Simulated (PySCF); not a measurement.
Al(F)(Br)(OMe) (CH₃AlBrFO), SMILES C[O][Al]([F])[Br]. Heavy atoms are numbered as in [Al:1]([F:2])([Br:3])[O:4][CH3:5]. Hydrogens are named by the atom that carries them.

Geometry: B3LYP-D3(BJ)/def2-SVP. The structure was generated by enumeration; whether it is a known compound was not checked. Other conformers were not sampled.

Method: KT2/pcSseg-1 run with PySCF.

GIAO shieldings, no solvent; atoms alike by connectivity are averaged. δ = σ(ref) − σ: ¹⁹F against CFCl3 (σ = 127.1 ppm); ¹⁷O against H2O (σ = 330.4 ppm); ¹³C against TMS (σ = 185.1 ppm); ¹H against TMS (σ = 31.47 ppm), references at their B3LYP-D3(BJ)/def2-TZVP geometries, non-relativistic (without spin–orbit terms, shifts of atoms bonded to Cl or Br come out too high).

### Question
Estimate the chemical shifts. (An estimate is asked for; the answer gives what the named calculation found.)

### Answer

```
nucleus     atoms  count  δ (ppm)
-------  --------  -----  -------
¹⁹F            F2      1   -201.2
¹⁷O            O4      1     45.8
¹³C      C5 (CH3)      1     58.4
¹H        H on C5      3     4.36
```
